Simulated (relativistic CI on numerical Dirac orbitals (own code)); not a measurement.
**Pt⁴⁺ (5d6) in a crystal field**

Calculated by Dirac-Coulomb-Breit CI, separate exchange-only KLI orbitals for each configuration, a model potential for QED, one configuration in a parametric crystal field, unscaled Slater integrals (own radial code). With so little scaling, terms lie 10 to 35 % too far apart, which can change the order of excited levels.

Field parameters in Wybourne normalisation: Td as Oh with Dq negative (B⁴₀ = 21Dq, B⁴₄ = √(5/14) B⁴₀). The field is a parameter set, without covalency.

S is read from ⟨S²⟩ = S(S + 1).

Levels (cm⁻¹, degeneracy): 0 (1), 313 (2), 359 (3), 1279 (3), 5059 (1), 7451 (3), 8568 (2), 10558 (3), 10923 (3), 13323 (3), 13456 (1), 15569 (3).

Task: Which field gives this pattern?
A. Td, 10Dq = -9800 cm⁻¹
B. Td, 10Dq = -6800 cm⁻¹
C. Td, 10Dq = -15850 cm⁻¹
D. Td, 10Dq = -18900 cm⁻¹

Result: B. Td, 10Dq = -6800 cm⁻¹, ground level with S = 1.88.
